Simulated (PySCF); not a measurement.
Run record: geometry optimisation, In(CCH)3 (`C#[C][In]([C]#C)[C]#C`).

Method: PBE0-D3(BJ)/def2-SVP geometry optimisation, gas phase, def2 core potentials past Kr (PySCF 2.14.0). Start geometry: GFN2-xTB. A driver script takes a list of jobs; this job's settings line and coordinates (Å) are shown.

Input:
```
{"job": {"xc": "PBE0", "basis": "def2-SVP", "d3": "d3bj", "grid": 1, "maxiter": 30, "shake": 0.03, "kind": "geom"}, "charge": 0, "multiplicity": 1}
In     0.056370    -0.075020     0.001840
C      2.118500    -0.022230    -0.031300
C      3.279660    -0.023780    -0.044910
H      4.496150    -0.014170    -0.030490
C     -1.072200     1.839360    -0.025150
C     -1.667810     2.922770     0.016120
H     -2.147610     3.821480     0.036810
C     -1.033260    -1.833260    -0.017900
C     -1.686430    -2.877260     0.059910
H     -2.218720    -3.814650     0.039480
```

Output:
```
step   0  E = -419.86649715  max force = 0.213625
step   1  E = -419.89275318  max force = 0.015549
step   2  E = -419.89312108  max force = 0.005323
step   3  E = -419.89336574  max force = 0.007048
step   4  E = -419.89355085  max force = 0.003026
step   5  E = -419.89360016  max force = 0.001026
step   6  E = -419.89363173  max force = 0.000686
step   7  E = -419.89364236  max force = 0.000398
optimisation converged
```

Energies in Eh; «max force» is the largest Cartesian gradient component in Eh/bohr.

Question: How much energy does the optimisation release, in kcal/mol?

Answer: E(step 0) − E(last step) = 0.027145 Eh, which is 17.0 kcal/mol.

Question: Give the first gradient maximum in eV/Å.

Answer: With 1 Eh/bohr = 51.422 eV/Å, 10.985 eV/Å.

Summary of the converged run: final energy -419.89364 Eh after 7 steps; dipole 0.05 D.

Question: Estimate the wall time. Hardware: one thread, Arm Neoverse V2 (aarch64), shared host with 96 logical CPUs at a one-minute load of 58. And the peak memory of the process?

Answer: About 57 s, with 0.48 GiB resident at the peak, the Python interpreter and its libraries included.
Labels such as C1 count atoms from 1, the log's own numbers from 0.
